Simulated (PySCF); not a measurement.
Bonds (- single, = double, # triple, : aromatic): C1-O2 1.402 Å, O2-Si3 1.652 Å, Si3-N4 1.713 Å, Si3-O5 1.658 Å, Si3-O6 1.650 Å. C1 carries H7, H8, H9; N4 carries H10, H11; O5 carries H12; O6 carries H13.

Geometry: PBE0-D3(BJ)/def2-SVP; GIAO shifts from PySCF, gas phase, non-relativistic, averaged over equivalent atoms.

At BLYP/pcSseg-1 (144 basis functions, 17 s wall time on 1 thread of an AMD EPYC 7R43 64-Core, shared host):
| atoms | δ (ppm) |
| --- | --- |
| C1 | 54.5 |
| O2 | 51.4 |
| O5/O6 | 45.2 |
| Si3 | -62.1 |
| N4 | 25.7 |
| H7/H8/H9 | 3.80 |
| H12/H13 | 0.92 |
| H10/H11 | 0.18 |

References, each an isolated molecule treated in the same way: $^{13}$C (175.31 ppm) and $^{29}$Si (323.46 ppm) and $^{1}$H (31.36 ppm) against TMS; H2O for $^{17}$O (333.67 ppm); NH3 for $^{15}$N (262.57 ppm).

What do these become at mPW1PW91/pcSseg-1?

Results:


```
   atoms  δ at mPW1PW91/pcSseg-1  change
      C1                    52.2    -2.3
      O2                    36.3   -15.1
   O5/O6                    39.9    -5.3
     Si3                   -55.7    +6.4
      N4                    22.0    -3.7
H7/H8/H9                    3.65   -0.15
 H12/H13                    1.16   +0.24
 H10/H11                    0.36   +0.18
```

References, each an isolated molecule treated in the same way: TMS for $^{13}$C (σref 183.54) and $^{29}$Si (σref 350.83) and $^{1}$H (σref 31.32); $^{17}$O (σref 333.30) against H2O; $^{15}$N (σref 264.17) vs NH3.

The largest change is at O2 (oxygen bonded to C, Si). Cost: 144 basis functions, 11 s wall time on 1 thread of an Arm Neoverse V1, shared host.

Experimental scales use liquid or dissolved standards, which lie at an offset from isolated NH3 (liquid NH3: subtract about 20 ppm) and H2O (liquid H2O: subtract about 36 ppm).
